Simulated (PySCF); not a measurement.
Si(F)(OH)2(SeH) (FH3O2SeSi), SMILES O[Si](O)(F)[SeH]. The structure is a stationary point at PBE-D3(BJ)/def2-SVP. The structure was generated by enumeration, and PubChem lists no compound with its InChIKey, so it may never have been made. One conformer was computed; it need not be the lowest.

Computed equilibrium geometry at PBE-D3(BJ)/def2-SVP (PySCF confirms it by a frequency run) as a Z-matrix (one conformer of several):
```
Si
F 1 1.6364
O 1 1.6543 2 111.18
H 3 0.9748 1 113.55 2 -92.02
O 1 1.6637 2 109.04 3 -116.66
H 5 0.9731 1 115.56 2 -68.50
Se 1 2.2762 2 105.94 5 -124.19
H 7 1.4840 1 90.11 2 5.17
```
